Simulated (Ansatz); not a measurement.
A nudged elastic band was laid between two geometries of ClH3O3Sn + H2 (10 atoms, charge 0, multiplicity 1).

The calculation used RKS PBE-D4/def2-SVP (Ansatz).

```
movable images  : 9
climbing image  : yes
spring          : 5.0 eV/Å²
optimiser       : quadratic models (default)
start path      : through a guess of the saddle point
force threshold : 0.05 eV/Å
iteration limit : 60
end points      : relaxed
```

First end point:

```xyz
10
Properties=species:S:1:pos:R:3
Sn -0.037 -0.567 -0.096
Cl 0.333 -0.842 2.228
O 1.560 -1.243 -1.070
H 2.348 -1.123 -0.500
O -0.311 1.350 -0.569
H -1.208 1.622 -0.289
O -1.686 -1.531 -0.660
H -1.666 -2.438 -0.293
H 0.645 2.826 1.119
H 0.896 3.262 1.702
```

Last end point:

```xyz
10
Properties=species:S:1:pos:R:3
Sn 0.588 0.522 -0.126
Cl -0.710 0.767 3.164
O 1.660 -0.330 -1.588
H 1.560 -1.301 -1.523
O -0.982 1.396 -0.997
H -0.904 1.277 -1.965
O -0.221 -1.055 0.904
H -1.111 -1.230 0.534
H 1.532 1.521 0.884
H -0.539 -0.251 2.286
```

**Question.** Which bonds break or form, and what moves?

**Answer.** Bonds broken: Sn1–Cl2, H9–H10. Bonds formed: Sn1–H9, Cl2–H10. ClH3O3Sn + H2 becomes ClH + H4O3Sn.

**Question.** What energy profile does the band end with?

**Answer.** The forces met the threshold. The highest image is number 6 of 0 to 10, 138.3 kJ/mol above the first end and 109.6 kJ/mol above the last; the last end lies 28.7 kJ/mol above the first. A vibrational analysis at the climbing image gives one clearly imaginary mode, 861i cm⁻¹: a first-order saddle point. The orbitals stay closed-shell, which can raise the energy where a bond breaks towards radicals; this wasn't checked here.

```tsv
image	path coordinate (Å)	energy (kJ/mol)	Sn1–Cl2 (Å)	H9–H10 (Å)	Sn1–H9 (Å)
0	0.00	0.0	2.37	0.77	3.67
1	0.99	0.8	2.37	0.77	3.40
2	1.97	3.1	2.37	0.77	3.21
3	2.96	4.2	2.36	0.77	2.97
4	3.95	5.1	2.37	0.77	2.90
5	4.94	30.8	2.42	0.78	2.47
6	5.92	138.3	2.77	1.04	1.93
7	7.06	73.9	3.44	1.67	1.74
8	8.18	59.3	3.74	2.19	1.73
9	9.31	55.5	3.81	2.70	1.72
10	10.43	28.7	3.55	3.07	1.71
```

**Question.** What is the geometry of the highest image?

**Answer.** 
```xyz
10
Properties=species:S:1:pos:R:3:forces:R:3
Sn 0.205 0.253 -0.058 0.00 0.01 0.01
Cl -0.242 0.024 2.664 0.01 -0.01 0.00
O 1.942 -0.268 -0.897 0.00 0.00 0.00
H 1.819 -1.182 -1.228 0.00 0.00 0.00
O -0.878 1.717 -0.877 -0.01 0.00 0.00
H -1.681 1.293 -1.246 0.00 0.00 0.00
O -0.887 -1.411 -0.313 0.00 0.00 -0.01
H -1.215 -1.683 0.568 0.00 0.00 0.00
H 1.127 1.512 1.071 0.01 0.00 0.01
H 0.683 1.060 1.890 -0.01 0.01 -0.01
```

**Question.** What are the harmonic wavenumbers there?

**Answer.** 861i, 22, 109, 144, 152, 165, 207, 283, 294, 372, 412, 576, 591, 617, 857, 877, 912, 996, 1011, 1423, 1611, 3667, 3671, 3688 cm⁻¹.

Run time: 3.4 min on 4 threads of Intel(R) Xeon(R) Platinum 8259CL CPU @ 2.50GHz (Skylake/Cascade Lake), with other jobs on the host, peak memory 0.2 GiB.
